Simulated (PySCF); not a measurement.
**Does the structure fit the spectrum?**

A compound C$_{6}$H$_{6}$N$_{2}$Si gives the data below (simulated from a calculation) and was assigned the structure `C#Cc1cnncc1[SiH3]`.

¹³C{¹H} NMR (computed): δ 142.4 (C), 139.9 (CH), 137.6 (CH), 136.4 (CH2), 122.2 (C), 121.3 (C).

¹H NMR (500 MHz, computed): δ 7.03 (m, 1H), 6.60 (t, 1H), 6.58 (m, 1H), 6.33 (m, 1H), 4.75 (d, 2H).

PySCF 2.14.0 with density-fitted response routines calculation with structure optimised with GFN2-xTB and shielding tensors at PBE0/pcSseg-1 (GIAO); non-relativistic, one conformer, fast rotation and ring inversion assumed for equivalent nuclei, in vacuum.

Chemical shifts δ = σref − σ; ¹H (σref 31.72) and ¹³C (σref 186.93) against TMS, all at this level.

Question: Compare with the shifts computed for the proposed structure, pairing carbons in order of shift.

Answer: Atom-mapped SMILES (the numbers label the heavy atoms): `[CH:1]#[C:2][c:3]1[cH:4][n:5][n:6][cH:7][c:8]1[SiH3:9]`. Hydrogens are named by the atom that carries them.

```json
{"atom": "C7", "computed for proposal": "159.2", "given list": "142.4", "difference": "+16.8"}
{"atom": "C4", "computed for proposal": "156.8", "given list": "139.9", "difference": "+16.9"}
{"atom": "C8", "computed for proposal": "136.0", "given list": "137.6", "difference": "-1.6"}
{"atom": "C3", "computed for proposal": "131.4", "given list": "136.4", "difference": "-5.0"}
{"atom": "C1", "computed for proposal": "100.6", "given list": "122.2", "difference": "-21.6"}
{"atom": "C2", "computed for proposal": "85.2", "given list": "121.3", "difference": "-36.1"}
```

The rms difference is 19.8 ppm and the largest -36.1 ppm at C2 (alkyne carbon). The carbon types in order of shift don't match either: CH, CH, C, C, CH, C for the proposal against C, CH, CH, CH2, C, C in the data. The proposal doesn't fit.

Question: Which isomer fits?

Answer: `C=C/C(C#N)=C\[SiH2]C#N`.

- Carbon types of the structure: 3 × C, 2 × CH, 1 × CH2, leaving 2 H on heteroatoms.
- δC 142.4: fully substituted alkene carbon; the olefinic region.
- δC 139.9, 137.6: alkene CH; an sp2 carbon of a C=C bond.
- δC 136.4: terminal =CH2 carbon; the olefinic region.
- δC 122.2, 121.3: nitrile carbon; this is the usual window of a C≡N carbon, which has no attached hydrogen.

The shifts were computed for this structure.

Shifts are as computed. Against solution values, carbons near 30 ppm lie about +3 ppm off and those near 130 ppm about +5 ppm. Of 1309 compounds with measured shifts, 239 miss one by over three times the rms of a fit or turn the order of signals round; such compounds aren't used in these exercises. Multiplicities follow the n + 1 count of equivalent neighbours, as no J values were calculated; m marks all less simple cases, F and P coupling included.
